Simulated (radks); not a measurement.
Values are calculated unless marked as measured or tabulated.
Species: the barium ion Ba3+. Configuration: [Kr] 4d10 5s2 5p5 (the NIST ground configuration). Level of theory: Dirac Kohn-Sham, Slater X-alpha with alpha = 0.728, spin-unpolarised, spherical densities, point nucleus; open shells fill j = l - 1/2 first (a radial shooting solver on a logarithmic mesh with Libxc functionals).

Spin-orbit splittings of the eigenvalues, e(l+1/2) - e(l-1/2), with zeta = 2 splitting/(2l+1) and mean radii in bohr:

| shell | occ. | splitting (eV) | zeta (eV) | <r> j=l-1/2 | <r> j=l+1/2 |
|---|---|---|---|---|---|
| 2p | 6 | ? | ? | 0.09188 | 0.09787 |
| 3p | 6 | 74.00 | 49.33 | 0.2813 | 0.2933 |
| 3d | 10 | 15.82 | 6.328 | 0.2640 | 0.2677 |
| 4p | 6 | 15.58 | 10.39 | 0.6950 | 0.7224 |
| 4d | 10 | 2.661 | 1.064 | 0.7907 | 0.8006 |
| 5p | 5 | 2.370 | 1.580 | 1.776 | 1.847 |

Estimate the 2p splitting.

Answer. 382.4 eV (zeta = 254.9 eV).
